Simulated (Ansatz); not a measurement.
Computed with Ansatz on PBE0-D4/def2-TZVP structures; ΔE is electronic, products minus reactants. CCSD(T)/CBS adds triple-zeta CCSD(T) − MP2 to the extrapolated MP2 energy (def2 sets, frozen cores). This one scheme is used for every species, atoms too. Functionals use def2-TZVPP. B3LYP here is the variant with VWN-RPA as its local correlation; programs differ in this. HSE06 is defined as in plane-wave codes. No spin–orbit coupling; open shells (•) take unrestricted orbitals. Spin–orbit coupling would lower the free atoms: a little for C, O, S, Si. One conformer a species, not always the lowest.

Reaction (atomization): `C[SiH](O)S` → C• + 6 H• + O• + S• + Si•

```csv
level,ΔE (kJ/mol),difference from CCSD(T)/CBS
LDA (SPW92),4043.5,455.5
PBE-D4,3603.0,15.0
revPBE-D4,3526.6,-61.4
BLYP-D4,3546.6,-41.4
r2SCAN-D4,3585.0,-3.0
B97M-V,3594.3,6.3
PBE0-D4,3557.0,-31.0
B3LYP-D4,3563.8,-24.2
r2SCAN0-D4,3537.9,-50.1
BHLYP-D4,3480.8,-107.2
CAM-B3LYP-D4,3579.7,-8.3
ωB97X-V,3591.1,3.1
ωB97M-V,3593.9,5.9
B2PLYP,3529.2,-58.8
PBE-QIDH,3543.4,-44.6
PBE,3582.4,-5.6
revPBE,3466.3,-121.7
BLYP,3501.4,-86.6
r2SCAN,3580.0,-8.0
PBE0,3539.5,-48.5
B3LYP,3530.3,-57.7
r2SCANh,3560.3,-27.7
r2SCAN0,3532.0,-56.0
HSE06,3542.9,-45.1
BHLYP,3454.6,-133.4
CAM-B3LYP,3561.8,-26.2
LC-ωPBE,3541.1,-46.9
HF/def2-SVP,2601.1,-986.9
CCSD/def2-SVP,3293.1,-294.9
CCSD(T)/def2-SVP,3322.6,-265.4
HF/def2-TZVPP,2632.3,-955.7
MP2/def2-TZVPP,3530.0,-58.0
SCS-MP2/def2-TZVPP,3523.4,-64.6
CCSD/def2-TZVPP,3441.4,-146.6
HF/def2-QZVPP,2638.0,-950.0
MP2/def2-QZVPP,3589.5,1.5
SCS-MP2/def2-QZVPP,3589.7,1.7
HF/CBS(def2),2638.8,-949.2
MP2/CBS(def2),3630.2,42.2
CCSD/CBS(def2),3541.6,-46.4
CCSD(T)/CBS,3588.0,0
```

Largest T1 diagnostic among the species: 0.012.

In def2-TZVPP, CCSD(T) changes the Hartree–Fock value by +855.5 kJ/mol (the triples alone add +46.4 kJ/mol) and MP2 by +897.7 kJ/mol; breaking electron pairs costs correlation energy, which Hartree–Fock lacks. At CCSD(T), def2-SVP lies −265.4 kJ/mol from the extrapolated value and def2-TZVPP −100.2 kJ/mol: correlation converges slowly with the basis, and small sets miss more of it in the bonded molecule than in its fragments. Leaving LDA and LC-ωPBE aside and taking each functional with its dispersion term where it has one, the values spread over 122.2 kJ/mol, from BHLYP-D4 to PBE-D4. LDA lies +461.2 kJ/mol from PBE without D4, its usual overbinding.

For atomizations the MP2-based limit and the directly extrapolated one differ by several kJ/mol either way, and by 10 to 25 for some Ge, Se and Sn compounds, so smaller differences from it don't rank the levels.
